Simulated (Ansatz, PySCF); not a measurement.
Breaking the Al1–I4 bond in AlH2I (SMILES [AlH2][I]) (multiplicity 1 held, fragments rigid). Energies count from the point at 2.485 Å.
Geometry at that point (charge 0, multiplicity 1):
```xyz
4

Al    -1.029    -1.593     0.268
H     -0.519    -2.624     1.337
H     -2.327    -1.781    -0.598
I      0.306     0.474    -0.080
```

Restricted levels (R-, RO-) in cc, def2 and unpolarised 6-31G sets keep to the state of the molecule at rest. Unrestricted levels (U-) break spin symmetry where that is lower. Active spaces are followed from a long bond inwards. Left out are points that failed, MP2 points that dive below the minimum, coupled-cluster points behind a jump of the amplitudes or a sharp parting from full CI or MRCI, small-basis points behind a change of solution, and semi-empirical points at long bonds. Curves can end on different states.

Cores are frozen in the correlated methods. Filled d and f shells under p-block atoms count as core. Rows in 3-21G carry no dispersion term and start afresh at each structure; the Pople sets are all-electron and without relativity.

Codes used: Ansatz (Gaussian orbitals); PySCF for 3-21G rows. Values without a source in brackets are computed. In def2 rows elements past Kr take small-core potentials, without spin–orbit coupling.

Energies in kcal/mol.

```json
[
 {"R (Å)": "1.988", "R-HF/3-21G": "81.9", "R-PBE/def2-TZVPP": "57.9", "U-PBE/def2-TZVPP": "57.9", "U-wB97X-V/def2-TZVPP": "56.3", "FIC-MRCISD+Q on CASSCF(6,4)/def2-TZVPP": "60.5"},
 {"R (Å)": "2.237", "R-HF/3-21G": "18.3", "R-PBE/def2-TZVPP": "10.3", "U-PBE/def2-TZVPP": "10.3", "U-wB97X-V/def2-TZVPP": "9.2", "FIC-MRCISD+Q on CASSCF(6,4)/def2-TZVPP": "10.6"},
 {"R (Å)": "2.485", "R-HF/3-21G": "0.0", "R-PBE/def2-TZVPP": "0.0", "U-PBE/def2-TZVPP": "0.0", "U-wB97X-V/def2-TZVPP": "0.0", "FIC-MRCISD+Q on CASSCF(6,4)/def2-TZVPP": "0.0"},
 {"R (Å)": "2.734", "R-HF/3-21G": "1.2", "R-PBE/def2-TZVPP": "5.2", "U-PBE/def2-TZVPP": "5.2", "U-wB97X-V/def2-TZVPP": "6.7", "FIC-MRCISD+Q on CASSCF(6,4)/def2-TZVPP": "5.9"},
 {"R (Å)": "2.982", "R-HF/3-21G": "10.2", "R-PBE/def2-TZVPP": "16.2", "U-PBE/def2-TZVPP": "16.2", "U-wB97X-V/def2-TZVPP": "19.4", "FIC-MRCISD+Q on CASSCF(6,4)/def2-TZVPP": "18.0"},
 {"R (Å)": "3.355", "R-HF/3-21G": "27.9", "R-PBE/def2-TZVPP": "34.7", "U-PBE/def2-TZVPP": "34.7", "U-wB97X-V/def2-TZVPP": "40.7", "FIC-MRCISD+Q on CASSCF(6,4)/def2-TZVPP": "38.2"},
 {"R (Å)": "3.728", "R-HF/3-21G": "45.7", "R-PBE/def2-TZVPP": "51.0", "U-PBE/def2-TZVPP": "51.0", "U-wB97X-V/def2-TZVPP": "60.2", "FIC-MRCISD+Q on CASSCF(6,4)/def2-TZVPP": "56.0"},
 {"R (Å)": "4.349", "R-HF/3-21G": "71.0", "R-PBE/def2-TZVPP": "70.5", "U-PBE/def2-TZVPP": "70.1", "U-wB97X-V/def2-TZVPP": "81.8", "FIC-MRCISD+Q on CASSCF(6,4)/def2-TZVPP": "76.9"},
 {"R (Å)": "4.970", "R-HF/3-21G": "90.0", "R-PBE/def2-TZVPP": "82.1", "U-PBE/def2-TZVPP": "78.5", "U-wB97X-V/def2-TZVPP": "89.9", "FIC-MRCISD+Q on CASSCF(6,4)/def2-TZVPP": "85.9"},
 {"R (Å)": "5.716", "R-HF/3-21G": "105.6", "R-PBE/def2-TZVPP": "89.3", "U-PBE/def2-TZVPP": "82.6", "U-wB97X-V/def2-TZVPP": "92.4", "FIC-MRCISD+Q on CASSCF(6,4)/def2-TZVPP": "88.6"},
 {"R (Å)": "6.710", "R-HF/3-21G": "117.7", "R-PBE/def2-TZVPP": "93.4", "U-PBE/def2-TZVPP": "84.6", "U-wB97X-V/def2-TZVPP": "93.0", "FIC-MRCISD+Q on CASSCF(6,4)/def2-TZVPP": "89.2"},
 {"R (Å)": "7.953", "R-HF/3-21G": "left out", "R-PBE/def2-TZVPP": "95.4", "U-PBE/def2-TZVPP": "85.4", "U-wB97X-V/def2-TZVPP": "93.1", "FIC-MRCISD+Q on CASSCF(6,4)/def2-TZVPP": "89.3"}
]
```

Doubts at one or more of the structures used: a restricted determinant that unrestricted orbitals would lower (R-HF/3-21G, R-PBE/def2-TZVPP); a spin-contaminated determinant (U-PBE/def2-TZVPP, U-wB97X-V/def2-TZVPP); active orbitals that take no part (FIC-MRCISD+Q on CASSCF(6,4)/def2-TZVPP).

Ansatz is an electronic-structure program.
